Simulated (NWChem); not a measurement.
Species: silanone (SiH$_{2}$O); SMILES O=[SiH2]

```xyz
4

Si     0.0000     0.0000    -0.4385
O      0.0000     0.0000     1.1138
H      0.0000    -1.2480    -1.2820
H      0.0000     1.2480    -1.2820
```
Atoms are numbered in this order, from 1.

All runs use the structure optimised with PBE-D3(BJ)/def2-SVP.

 Unshifted, non-relativistic core excitations; the lowest 4 roots alone, so stronger bands may lie above.

List the first Si K-edge excitations from BHandHLYP/6-311G** (spherical d), restricted-window TDA (NWChem).


```csv
state,energy (eV),dipole oscillator strength,leading excitation (squared amplitude)
S1,1820.9,0.0085,1s of atom 1 or its equivalents → LUMO (0.92)
S2,1823.7,0.0001,1s of atom 1 or its equivalents → LUMO+1 (0.95)
S3,1825.6,0.0034,1s of atom 1 or its equivalents → LUMO+2 (0.89)
S4,1827.4,0.0086,1s of atom 1 or its equivalents → LUMO+4 (0.83)
```
